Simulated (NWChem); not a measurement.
CdHBr; SMILES [Br][CdH]

```xyz
3

Cd    -0.2325     0.9293     0.0000
H     -0.4680     2.5706     0.0000
Br     0.1112    -1.4685     0.0000
```
Atoms are numbered in this order, from 1.

Level: PBE0/def2-SVP with def2 effective core potentials on Cd (NWChem), optimised geometry, unscaled harmonic frequencies. This build's default masses of Se (78.918 u) and Br (79.917 u) are each other's, which moves their modes by up to 0.6 %. def2 effective core potentials on Cd; no spin-orbit coupling.

| frequency (cm⁻¹) | IR intensity (km/mol) |
|---|---|
| 264 | 16.3 |
| 418 | 63.2 |
| 1877 | 111.7 |

- zero-point energy: 3.7 kcal/mol
- thermal correction to the enthalpy at 298.15 K (with zero-point energy): 6.5 kcal/mol
- heat capacity Cv: 9.1 cal/(mol K)
- entropy at 298.15 K and 1 atm (symmetry number 1): 50.5 cal/(mol K)

Rigid rotor and harmonic oscillator.
